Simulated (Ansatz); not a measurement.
Total energies of B7N7H20, a nanocrystal cut from zinc blende BN (hydrogen-capped) from Ansatz at PBE-D4/def2-TZVP, gas phase (1 Eh = 27.2114 eV = 2625.5 kJ/mol). The reference geometry is relaxed at PBE-D4/def2-SVP.

```xyz
34

B    -0.766   -2.289    0.208
B    -0.515    2.126   -1.181
B     0.159   -0.484   -1.431
B    -1.411    0.218    0.518
B     0.185   -0.938    2.226
B     1.107    0.863    0.581
B     1.760   -1.642    0.270
N    -1.703    1.628   -0.287
N    -1.057   -0.860   -0.542
N     0.487   -2.011    1.116
N    -0.189    0.951   -2.167
N     0.724    2.249   -0.227
N     1.364   -0.240   -0.481
N    -0.146    0.435    1.393
H    -0.526   -3.121   -0.669
H    -1.767   -2.567    0.870
H    -0.770    3.179   -1.766
H     0.385   -1.275   -2.338
H    -2.430   -0.017    1.156
H    -0.820   -1.220    2.882
H     1.169   -0.711    2.931
H     2.083    1.138    1.268
H     1.991   -2.477   -0.607
H     2.739   -1.413    0.983
H    -2.561    1.509   -0.847
H    -1.972    2.345    0.403
H    -1.876   -1.093   -1.118
H     0.700   -2.890    1.605
H    -0.967    0.796   -2.825
H     0.597    1.196   -2.786
H     1.559    2.562   -0.745
H     0.583    2.999    0.466
H     2.220   -0.044   -1.016
H    -0.335    1.098    2.155
```

```tsv
state	geometry	energy (Eh)
charge 0 singlet	reference	-569.17211
charge 1 doublet	reference	-568.89343
charge -1 doublet	reference	-569.17413
free B atom (doublet)	–	-24.61008
free N atom (quartet)	–	-54.53214
free H atom (doublet)	–	-0.49962
```

Single mean-field runs in def2-TZVP are fitted with def2-universal-jkfit.

Q: Work out the vertical ionisation energy to the doublet.

A: E(charge 1 doublet) − E(charge 0 singlet) = -568.89343 − (-569.17211) = 0.27868 Eh = 7.58 eV. For comparison, −ε of the highest occupied level is 5.07 eV at this level, 2.51 eV less.

Q: Work out the vertical electron affinity, to the doublet.

A: E(charge 0 singlet) − E(charge -1 doublet) = -569.17211 − (-569.17413) = 0.00202 Eh = 0.05 eV; so near zero that its sign isn't settled. The basis lacks diffuse functions, which makes affinities too small.

Q: Give the fundamental gap IE − EA, the Mulliken electronegativity (IE + EA)/2 and the hardness (IE − EA)/2.

A: From the values in Eh: IE − EA = 0.27868 − 0.00202 = 0.27666 Eh = 7.53 eV; (IE + EA)/2 = 3.82 eV; (IE − EA)/2 = 3.76 eV. The HOMO–LUMO gap of the same run is 3.38 eV, 4.15 eV smaller than the fundamental gap.

Q: What is the binding energy per atom against free atoms?

A: Atoms: 7 × (-24.61008) + 7 × (-54.53214) + 20 × (-0.49962) = -563.98794 Eh. Binding: -563.98794 − (-569.17211) = 5.18417 Eh = 141.07 eV, or 4.15 eV for each of 34 atoms (no zero-point energy, no counterpoise term).

At PBE-D4/def2-TZVP the highest occupied level of the charge -1 doublet lies above zero (up to 1.69 eV). Energy differences disagree on whether the electron is bound (positive means bound): 0.05 eV (vertical, to the charge 0 singlet, at PBE-D4/def2-TZVP), but -0.23 eV at PBE0-D4/def2-TZVP.
